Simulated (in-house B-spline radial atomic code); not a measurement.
Successive ionisation energies of thallium; each step leads to the configuration of the next row (after the last: [Ar] 3d10 4s2 4p1/2(2) 4p3/2(3)). Dirac energy differences include first-order Breit, QED and recoil terms. NIST's values go from ground level to ground level; the uncertainty of those that are theory runs from under 0.1 % in few-electron ions to several per cent in heavy many-electron ones. Computed with a radial B-spline atomic code at the basis-set limit: Dirac-Hartree-Fock, jj configuration that fills j = l - 1/2 first, finite nuclei.

A number in brackets counts the electrons of a j subshell.

```
  ion                configuration  ionisation energy (eV)  tabulated value (eV)    tabulated kind  computed minus tabulated (eV)  highest orbital  largest mean radius (bohr)
Tl27+  [Kr] 4d10 4f5/2(6) 4f7/2(2)                   919.8                   930  tabulated theory                          -10.2            4f7/2                     0.41678
Tl28+  [Kr] 4d10 4f5/2(6) 4f7/2(1)                   973.5                   990  tabulated theory                          -16.5            4f7/2                     0.41367
Tl29+           [Kr] 4d10 4f5/2(6)                       ?                     ?  tabulated theory                              ?                ?                           ?
Tl30+           [Kr] 4d10 4f5/2(5)                  1096.5                  1110  tabulated theory                          -13.5            4f5/2                     0.40725
Tl31+           [Kr] 4d10 4f5/2(4)                  1153.7                  1170  tabulated theory                          -16.3            4f5/2                     0.40395
Tl32+           [Kr] 4d10 4f5/2(3)                  1211.9                  1230  tabulated theory                          -18.1            4f5/2                     0.40069
Tl33+           [Kr] 4d10 4f5/2(2)                  1271.2                  1290  tabulated theory                          -18.8            4f5/2                     0.39745
Tl34+           [Kr] 4d10 4f5/2(1)                  1331.5                  1350  tabulated theory                          -18.5            4f5/2                     0.39424
Tl35+                    [Kr] 4d10                  1625.6                  1625  tabulated theory                            0.6            4d5/2                     0.39106
Tl36+       [Kr] 4d3/2(4) 4d5/2(5)                  1683.3                  1681  tabulated theory                            2.3            4d5/2                       0.389
Tl37+       [Kr] 4d3/2(4) 4d5/2(4)                  1741.6                  1740  tabulated theory                            1.6            4d5/2                     0.38706
Tl38+       [Kr] 4d3/2(4) 4d5/2(3)                  1800.5                  1802  tabulated theory                           -1.5            4d5/2                     0.38512
Tl39+       [Kr] 4d3/2(4) 4d5/2(2)                       ?                     ?  tabulated theory                              ?                ?                           ?
Tl40+       [Kr] 4d3/2(4) 4d5/2(1)                  1920.3                  1920  tabulated theory                            0.3            4d5/2                     0.38131
Tl41+                [Kr] 4d3/2(4)                  2013.6                  2014  tabulated theory                           -0.4            4d3/2                     0.37943
Tl42+                [Kr] 4d3/2(3)                  2075.7                  2075  tabulated theory                            0.7            4d3/2                     0.37741
Tl43+                [Kr] 4d3/2(2)                  2138.5                  2140  tabulated theory                           -1.5            4d3/2                     0.37542
Tl44+                [Kr] 4d3/2(1)                       ?                     ?  tabulated theory                              ?                ?                           ?
Tl45+            [Ar] 3d10 4s2 4p6                  2447.1                  2447  tabulated theory                            0.1            4p3/2                     0.37148
```

Fill in the row of Tl29+.

ionisation energy (eV): 1040.4; tabulated value (eV): 1060; computed minus tabulated (eV): -19.6; highest orbital: 4f5/2; largest mean radius (bohr): 0.41057.

Fill in the row of Tl39+.

ionisation energy (eV): 1860.1; tabulated value (eV): 1862; computed minus tabulated (eV): -1.9; highest orbital: 4d5/2; largest mean radius (bohr): 0.38321.

Fill in the row of Tl44+.

ionisation energy (eV): 2201.9; tabulated value (eV): 2202; computed minus tabulated (eV): -0.1; highest orbital: 4d3/2; largest mean radius (bohr): 0.37344.
